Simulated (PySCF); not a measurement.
# KO: energy against distance

Set-up: basis K 6-31G(d,p), O 6-31G(d,p); no relativity; PySCF 2.14. Energies in eV from K + O in their ground configurations at the same level. All curves are PBE0. state 1: ²Σ⁺ (doublet), unpaired electrons σ ↑; state 2: ²Π (doublet), unpaired electrons π ↑, a second solution, started from another occupation; state 3: quartet, unpaired electrons σ ↑, π ↑↑, a second solution, started from another occupation.

```
R (Å)  state 1  state 2  state 3
1.830   -2.109   -1.269   3.2709
1.915   -2.434   -1.865   2.3251
2.000   -2.617   -2.249   1.6294
2.064   -2.682   -2.432   1.2344
2.128   -2.699   -2.545   0.9252
2.192   -2.680   -2.604   0.6840
2.277   -2.611   -2.620   0.4436
2.383   -2.479   -2.571   0.2392
2.511   -2.280   -2.449   0.0877
2.681   -1.984   -2.232  -0.0202
```

Question: Put a parabola through the three lowest points of the state 1 curve and estimate Re, k and ωe (reduced mass 11.34 u; 1 eV/Å² = 0.16022 mdyn/Å; ωe = 1302.8·√(k/μ) cm⁻¹).

Answer: Through R = 2.064, 2.128, 2.192 Å the second-order coefficient is 4.39 eV/Å², so Re ≈ 2.126 Å, k ≈ 1.41 mdyn/Å and ωe ≈ 459 cm⁻¹. A polynomial fit of higher order to the unrounded PBE0 energies gives Re = 2.124 Å, k = 1.47 mdyn/Å, ωe = 468 cm⁻¹; anharmonicity and rounding make the difference.

The higher-order fit for each curve: state 1: Re = 2.124 Å, ωe = 468 cm⁻¹, De = 2.70 eV; state 2: Re = 2.257 Å, ωe = 428 cm⁻¹, minimum 2.62 eV below the ground-state fragments. State 3 gave no clean fit.

The state is the lowest determinant that a PBE0 search found; another state may lie lower at other levels.
